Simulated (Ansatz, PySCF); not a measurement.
Lewis adduct: BF3 (SMILES FB(F)F) (first 4 atoms) with NH3 (SMILES N); geometry from B3LYP-D3(BJ)/def2-TZVP.
(charge 0, multiplicity 1):
```xyz
8

F     -1.1275    -0.8354     0.6930
B     -0.0073    -0.0896     0.9619
F      0.0032     1.1489     0.3709
F      1.1730    -0.7806     0.8486
N     -0.1272     0.2471     2.6155
H     -0.9832     0.7607     2.8069
H     -0.1381    -0.6181     3.1489
H      0.6654     0.8076     2.9168
```

Interaction energies are E(AB) − E(A) − E(B) at the monomers' geometry in the complex; basis-set methods are counterpoise corrected. Rows marked so take none.

Rows in 6-311+G** carry no dispersion term and start afresh at each structure.

Programs: Ansatz (Gaussian orbitals); PySCF for 6-311+G** rows, the dispersion terms. Values without a source in brackets are computed.

Q: Estimate the interaction energy that CAM-B3LYP-D4/def2-TZVPPD returns for this input.

A: -46.2 kcal/mol

Q: Estimate the interaction energy that BHLYP/def2-TZVPPD returns for this input.

A: -47.2 kcal/mol

Q: Give the interaction energy at the level B3LYP/6-311+G** (no counterpoise).

A: -43.5 kcal/mol

Ansatz is a first-principles code.
